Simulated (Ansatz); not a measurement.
Input for Ansatz (a program for electronic structure): U-CCSD(T)/def2-TZVPP on FISi (SMILES F[Si]I), a point of a bond scan (R = 4.398 Å). Elements past Kr take the def2 small-core potentials; no spin–orbit coupling. The run froze 15 orbitals, filled d shells among them.

Ansatz 0.2 input:
```yaml
crystal:
  periodic: [false, false, false]
  atoms:
    - {symbol: Si, position_ang: [0.72542197, 1.01948837, 1.18893518]}
    - {symbol: F, position_ang: [1.16092642, 2.16371902, 0.14351064]}
    - {symbol: I, position_ang: [-1.22439534, -1.87888118, -1.48395053]}
basis:
  gaussian:
    orbitals: def2-TZVPP
correlation: {method: ccsd_t, electrons: outside_noble_gas}
scf: {omitted_lower_state_checks: [cluster_reference]}
magnetization: {spin_polarized: true, initial_magnetization: 0}
```

The head of its log:

```
WARN ansatz: RAYON_NUM_THREADS=1 ignored (pool sized by the plan → 1); use --threads N
Functional definition: HF
these checks for a lower state are left out or cut short: cluster_reference
integrals: 0.31 GiB planned
936 factors; integrals over basis functions are off by at most 8.8e-4 eV
mean field: 0.46 GiB planned
mean field evaluation 1: about -18638.1506 eV, gradient 2.2e1 eV
mean field evaluation 2: about -18638.1538 eV, gradient 2.2e1 eV
mean field evaluation 4: about -18640.9342 eV, gradient 1.5e0 eV
mean field evaluation 8: about -18640.9690 eV, gradient 1.1e-1 eV
mean field evaluation 16: about -18640.9698 eV, gradient 2.7e-6 eV
mean field evaluation 32: about -18638.4186 eV, gradient 2.1e1 eV
mean field evaluation 64: about -18641.9249 eV, gradient 3.1e-1 eV
mean field evaluation 96: about -18641.9259 eV, gradient 8.5e-3 eV
mean field evaluation 128: about -18641.9324 eV, gradient 1.6e-6 eV
mean field evaluation 160: about -18641.9811 eV, gradient 4.2e-1 eV
mean field evaluation 192: about -18641.7894 eV, gradient 3.5e0 eV
mean field evaluation 224: about -18641.9259 eV, gradient 3.2e-3 eV
mean field evaluation 256: about -18638.1505 eV, gradient 2.2e1 eV
mean field -18641.99029005 eV, -685.0805071644 hartree, gradient 2.5e-6 eV, S^2 0.982479; 17 other end points of the search recorded, 0 dependent functions left out
15 core orbitals not correlated
reference -18641.99029005 eV, -685.0805071644 hartree; 9, 9 occupied and 99, 99 virtual orbitals, 936 factors
```

### Question
What total energy does the run end on?

### Answer
-685.5717 hartree (reference determinant -685.0805, T1 diagnostic 0.035). Its determinant has ⟨S²⟩ = 0.98, a mixture of spin states.
